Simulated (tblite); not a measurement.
Species: C4H2Cl2F3 (doublet state).
SMILES with atom numbers: `[CH2:1]=[C:2]([C:3]([Cl:4])[Cl:5])[C:6]([F:7])([F:8])[F:9]` (hydrogens: H10, H11 on C1)

Structure optimised with GFN2-xTB, isolated species. This method treats the open shell by occupation alone, without spin polarisation.

Give the optimised bond lengths and angles.

```tsv
bond	length (Å)	order
C1=C2	1.362	double
C2–C3	1.402	single
C3–Cl4	1.699	single
C3–Cl5	1.701	single
C2–C6	1.517	single
C6–F7, C6–F8, C6–F9	1.340	single
C1–H10	1.073	single
C1–H11	1.073	single
```

Bonds in one row agree within 0.01 Å and their mean is given. Orders are formal, as drawn. A selection of angles:
```tsv
angle	degrees
C2–C1–H10	120.7
C2–C1–H11	121.1
H10–C1–H11	118.2
C1–C2–C3	125.0
C1–C2–C6	118.8
C3–C2–C6	116.2
C2–C3–Cl4	120.7
C2–C3–Cl5	123.5
Cl4–C3–Cl5	115.8
C2–C6–F7	112.4
F7–C6–F8	106.6
F7–C6–F9	106.2
```

Torsions: C1–C2–C3–Cl4 0° (synperiplanar); C1–C2–C6–F7 -120° (anticlinal).

Of the pairs four or more bonds apart, F9···H11 is among the closest relative to their van der Waals radii: 2.32 Å, 87 % of the sum of Bondi's values. C2 (carbon bonded to 3 C) is planar (angles 125.0°, 118.8° and 116.2°, sum 360.0°, 0.00 Å off the plane of its three neighbours). The C–C distances run from 1.362 Å (C1=C2, drawn double in one of several resonance forms) to 1.517 Å (C2–C6, drawn single), a spread of 0.155 Å. C3 (carbon bonded to C and 2 Cl) is planar (angles 123.5°, 120.7° and 115.8°, sum 360.0°, 0.00 Å off the plane of its three neighbours). C1 (carbon bonded to C and 2 H) is planar (angles 121.1°, 120.7° and 118.2°, sum 360.0°, 0.00 Å off the plane of its three neighbours).

Point group: Cs (every atom within 0.08 Å of its image). Its GFN2-xTB frequencies are all real (lowest 54 cm⁻¹).

One conformer stands for the species.

All values are computed, not measured.
